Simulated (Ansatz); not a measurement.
All numbers were calculated with Ansatz.

CH₆AlGaOSe (`[CH3][Al]([OH])[Se][GaH2]`) at its PBE0-D4/def2-TZVP geometry, where that method's forces vanish. Total charge 0; spin multiplicity 1.

| atom | x (Å) | y (Å) | z (Å) |
| --- | --- | --- | --- |
| C1 | -1.047 | -1.574 | 1.395 |
| Al2 | -0.502 | -0.029 | 0.366 |
| O3 | 0.952 | -0.092 | -0.625 |
| Se4 | -1.173 | 2.080 | -0.054 |
| Ga5 | 0.872 | 1.864 | -1.395 |
| H6 | -0.261 | -1.881 | 2.092 |
| H7 | -1.257 | -2.427 | 0.743 |
| H8 | -1.948 | -1.366 | 1.975 |
| H9 | 1.604 | -0.772 | -0.797 |
| H10 | 2.134 | 2.554 | -0.773 |
| H11 | 0.626 | 1.644 | -2.927 |

Problem. For each bond, give half the difference of the two atoms' forces along it (eV/Å; positive pushes the atoms apart) under PBE-D4, r2SCAN-D4, B3LYP-D4, ωB97M-V in def2-TZVPP. (An estimate is asked.)

Solution. The calculation gave: 
```
   bond  length (Å)  PBE-D4  r2SCAN-D4  B3LYP-D4  ωB97M-V
 C1–Al2       1.935   -0.10      -0.03     -0.02    -0.01
  C1–H6       1.094    0.11       0.00     -0.04    -0.05
  C1–H7       1.094    0.11       0.00     -0.04    -0.05
  C1–H8       1.092    0.11      -0.01     -0.04    -0.05
 Al2–O3       1.761    0.11       0.00      0.06     0.11
Al2–Se4       2.253    0.15       0.02      0.10    -0.06
 O3–Ga5       2.103    0.01      -0.01      0.15     0.09
  O3–H9       0.957    0.29       0.03     -0.03    -0.08
Se4–Ga5       2.455    0.18       0.04      0.21    -0.01
Ga5–H10       1.567    0.00      -0.08     -0.08    -0.09
Ga5–H11       1.567    0.00      -0.08     -0.08    -0.09
```

B3LYP here is the variant with VWN-RPA as its local correlation; programs differ in this.
